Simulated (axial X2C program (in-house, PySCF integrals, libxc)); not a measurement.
## Ω levels of BrIrBr⁺ from open-shell CI on d6 s0 p(π)0

Computed with an axial X2C code built on PySCF integrals: two-component X2C with atomic mean-field Coulomb and Gaunt terms, basis Br dyall-v3z, Ir dyall-v3z (cores contracted in-house). Orbitals come from Hartree–Fock averaged over the configuration Ir d6 s0 p(π)0; CI then distributes these electrons over the d, s, p(π) shells of Ir.

Br–Ir–Br held linear, both bonds 2.335 Å (near the minimum of the configuration average).

Active spinors (ω > 0):

| shell | ω | ε (eV) | character |
| --- | --- | --- | --- |
| d | 3/2 | -17.02 | 97% Ir d |
| d | 5/2 | -16.02 | 100% Ir d |
| d | 1/2 | -15.06 | 55% Ir d, 22% Br p, 21% Ir s |
| d | 1/2 | -14.47 | 69% Ir d, 20% Br p, 9% Ir s |
| d | 3/2 | -14.17 | 68% Ir d, 30% Br p |
| s | 1/2 | -0.94 | 71% Ir s, 18% Br d, 3% Ir d |
| p(π) | 1/2 | -3.41 | 83% Ir p, 6% Br p, 5% Ir f |
| p(π) | 3/2 | -3.06 | 85% Ir p, 5% Ir f |

Lowest levels of this model:

```
Ω  energy (cm⁻¹)     g∥  configuration
4              0  11.77        100% d6
3            546   8.03        100% d6
2           2054   4.32        100% d6
1           3775   0.53        100% d6
0           3925   0.00        100% d6
0           5793   0.00        100% d6
0           6932   0.00        100% d6
1           7773   3.56        100% d6
3           8496   8.18        100% d6
2           8618   6.53        100% d6
1           9501   4.14        100% d6
2          10792   5.41        100% d6
0          11262   0.00        100% d6
5          11407  11.95        100% d6
4          11807   8.78        100% d6
0          12288   0.00        100% d6
1          12406   2.29        100% d6
3          12921   8.91        100% d6
2          13193   4.76        100% d6
0          13914   0.00        100% d6
3          14079   7.00        100% d6
4          14310   9.80        100% d6
0          15051   0.00        100% d6
0          16628   0.00        100% d6
4          20311   9.31        100% d6
5          25599  11.53        100% d6
```

g∥ is the magnitude of 2⟨Lz + ge Sz⟩ for the +Ω component.

Task: From Ω and g∥ of the lowest level, whose 2⟨Lz + ge Sz⟩ is positive, find ⟨Sz⟩ and ⟨Lz⟩ (ge = 2.0023).

Result: Ω = ⟨Lz⟩ + ⟨Sz⟩ = 4 and ⟨Lz⟩ + ge⟨Sz⟩ = 5.885, so ⟨Sz⟩ = 1.88 and ⟨Lz⟩ = 2.12.

Occupations of the active spinors in the lowest level by ω, shell by shell in order of energy: -5/2: 0.00; -3/2: 1.00 0.00 0.00; -1/2: 0.51 0.49 0.00 0.00; 1/2: 0.86 0.14 0.00 0.00; 3/2: 1.00 1.00 0.00; 5/2: 1.00. The leading determinant has weight 0.45 among 419.

This point took 6.7 s on 1 thread of Arm Neoverse V2 (shared host).

Dynamic correlation is missing, so gaps between terms are too wide and other configurations may lie lower; the lowest level listed is that of this model, not necessarily the ground state. For d shells the ligand-field splittings (σ, π, δ) and their order can be off by a thousand cm⁻¹ or more. At most 4 roots were kept for each Ω > 0 (twice that for Ω = 0) within 3.2 eV of the lowest, so higher up levels can be missing between those listed; levels with Ω > 0 are doubly degenerate and listed once, Ω = 0 levels singly. The open spinors mix strongly with ligand orbitals, which this small active space describes poorly. States that fill the shells left empty in the average are placed too high. The molecule was held linear; bending was not examined.
